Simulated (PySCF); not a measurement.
**Substituent effects on chemical shifts**

Parent skeleton `[OH:1][SiH2:2][Si:3]([F:4])([SiH3:5])[O:6][SiH3:7]`; one hydrogen on atom 2 is replaced by X. Hydrogens on one atom are averaged.

PySCF 2.14.0 with density-fitted response routines calculation with coordinates at the GFN2-xTB level and σ from GIAO-PBE0/pcSseg-1; gas phase, a single conformation, rapidly exchanging positions averaged, relativity neglected.

References, each an isolated molecule treated in the same way: H2O for 17O (σ = 336.08 ppm); 29Si (σ = 349.16 ppm) and 1H (σ = 31.72 ppm) against TMS; 19F (σ = 170.95 ppm) against CFCl3.

Question: Give δ (ppm) for X = OH, C2H5, vinyl, OCH3, CH3.

Answer: 
```tsv
X	SMILES	O1	Si2	Si3	F4	Si5	O6	Si7	H(Si2)	H(Si5)
OH	O[SiH](O)[Si@](F)([SiH3])O[SiH3]	41.2	-22.0	15.0	-149.7	-115.9	60.5	-44.1	5.75	3.52
C2H5	CC[Si@@H](O)[Si@](F)([SiH3])O[SiH3]	7.4	-10.0	22.6	-148.4	-122.6	62.7	-44.0	5.45	3.45
vinyl	C=C[Si@@H](O)[Si@](F)([SiH3])O[SiH3]	6.0	-22.4	23.5	-141.1	-117.0	63.9	-44.9	5.66	3.49
OCH3	CO[Si@@H](O)[Si@](F)([SiH3])O[SiH3]	43.8	-24.5	17.1	-152.2	-118.7	60.5	-46.3	5.55	3.43
CH3	C[Si@@H](O)[Si@](F)([SiH3])O[SiH3]	15.3	-6.8	24.1	-143.2	-117.8	60.9	-44.4	5.62	3.47
```

Question: Which position responds most, and to which substituents?

Answer: O1: from 6.0 ppm with vinyl to 43.8 ppm with OCH3.

Unscaled 19F shifts against computed CFCl3 carry errors that often reach 10 to 50 ppm. Experimental scales use liquid or dissolved standards, which lie at an offset from isolated H2O (liquid H2O: subtract about 36 ppm).
